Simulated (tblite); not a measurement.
A tight-binding relaxation on `BC[N+](C)(C)[BH3-]`.

Computed with GFN2-xTB geometry optimisation, gas phase (tblite 0.8.0). Start geometry: from a force field or distance geometry. A driver script takes a list of jobs; this job's settings line and coordinates (Å) are shown.

Command:
```bash
OMP_NUM_THREADS=1 python probes_run.py task.json out
```

Input:
```
{"job": {"kind": "relax", "xc": "GFN2-xTB", "basis": "xTB"}, "charge": 0, "multiplicity": 1}
B      2.008700     0.888000    -0.545700
C      0.920200    -0.232200    -0.751600
N     -0.249000    -0.098900     0.047400
B     -0.666200     1.307700     0.405200
C     -1.348500    -0.671700    -0.737700
C     -0.178400    -0.915700     1.240700
H      2.232900     1.291500     0.549500
H      2.961100     0.840100    -1.252000
H      1.412500    -1.224500    -0.512200
H      0.632200    -0.280100    -1.813300
H     -1.859100     1.310100     0.577000
H     -0.228900     1.688500     1.458600
H     -0.440800     2.135500    -0.374300
H     -1.843100     0.093700    -1.358300
H     -0.916300    -1.412100    -1.446400
H     -2.035800    -1.228700    -0.065700
H     -1.174900    -1.277500     1.549200
H      0.420600    -1.815100     0.956000
H      0.343200    -0.389300     2.066100
```

Output:
```
step      E/eV     max force
  0    -500.50342    3.002
  1    -500.84130    1.498
  2    -501.02985    0.774
  3    -501.13338    0.652
  4    -501.21051    0.520
  5    -501.23483    0.466
  6    -501.25880    0.364
  7    -501.28532    0.505
  8    -501.31123    0.524
  9    -501.33173    0.300
... (116 lines left out)
126    -502.13268    0.021
127    -502.13281    0.027
128    -502.13294    0.030
129    -502.13304    0.023
130    -502.13310    0.017
131    -502.13313    0.014
132    -502.13318    0.018
133    -502.13322    0.018
134    -502.13324    0.010
135    -502.13325    0.007
```

«max force» is the largest atomic force in eV/Å.

Task: From which step on does the largest force stay under 0.1 eV/Å, and how much energy is left to gain from there?

Result: From step 115 (0.084 eV/Å), 6.0 meV above the end.

Main results: energy lowered by 37.6 kcal/mol over 135 steps; largest atomic force 0.007 eV/Å at the end.

Task: Where do the atoms end?

Result: 0.638 Å rms from the input after alignment:
```
atom  x, y, z in Å
B1     1.7497    1.0379   -0.0395
C2     0.9552   -0.1927   -0.7592
N3    -0.3324   -0.2381   -0.0357
B4    -0.5734    1.3190    0.2850
C5    -1.4022   -0.8415   -0.8273
C6    -0.1757   -1.0033    1.1997
H7     2.3304    0.7707    0.9567
H8     2.2982    1.7917   -0.7622
H9     1.4363   -1.1759   -0.7434
H10    0.7406    0.0425   -1.8024
H11   -1.1583    1.4648    1.3036
H12    0.6214    1.7336    0.4141
H13   -1.0567    1.8544   -0.6510
H14   -1.5231   -0.2931   -1.7592
H15   -1.1746   -1.8861   -1.0565
H16   -2.3415   -0.7918   -0.2766
H17   -1.0993   -0.9702    1.7761
H18    0.0717   -2.0452    0.9786
H19    0.6236   -0.5672    1.7920
```

Time: 0.78 s wall. Hardware: Arm Neoverse V1, one thread, shared host with 32 logical CPUs at a one-minute load of 20.
Labels such as C1 count atoms from 1, the log's own numbers from 0.
